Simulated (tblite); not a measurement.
Planning a tight-binding relaxation on `[SiH2]([AsH2])[Si@@H](C)C(SC)=C`.

Method: GFN2-xTB geometry optimisation, gas phase (tblite 0.8.0). Work: L-BFGS relaxation. The command runs a driver script over a list of jobs; the input below is this job's line of settings and its coordinates in Å.

Command:
```bash
OMP_NUM_THREADS=1 python probes_run.py task.json out
```

Input:
```
{"job": {"kind": "relax", "xc": "GFN2-xTB", "basis": "xTB"}, "charge": 0, "multiplicity": 1}
C     -0.853600     1.140400     0.403100
C     -0.921800    -0.114200    -0.067100
S     -2.509300    -0.732800    -0.638600
C     -3.774700     0.593300    -0.471300
Si     0.531700    -1.230300    -0.112000
C      0.858700    -1.796700     1.641800
Si     2.356700    -0.357700    -1.002400
As     2.692700     1.877500    -0.580300
H      0.036400     1.587400     0.769300
H     -1.815500     1.698900     0.388600
H     -4.754600     0.293900    -0.864600
H     -3.400600     1.454400    -1.005600
H     -3.927000     0.863800     0.614900
H      0.198400    -2.432500    -0.904600
H      1.197500    -0.895600     2.238000
H      1.619200    -2.586400     1.587600
H     -0.103500    -2.144800     2.045900
H      2.438000    -0.591400    -2.441300
H      3.513400    -1.074600    -0.385100
H      2.388200     2.298200     0.894200
H      4.221000     2.166300    -0.801600
```

Hardware: one thread of an Intel Xeon at 2.50 GHz, shared host with 64 logical CPUs at a one-minute load of 63.

Task: Estimate the wall time.

Result: About 7.7 s. The run took 161 evaluations, 48 ms each.

Other jobs ran on the host; a repeat could differ by tens of per cent or more.

The run converged: energy lowered by 27.7 kcal/mol over 160 steps; largest atomic force 0.009 eV/Å at the end.
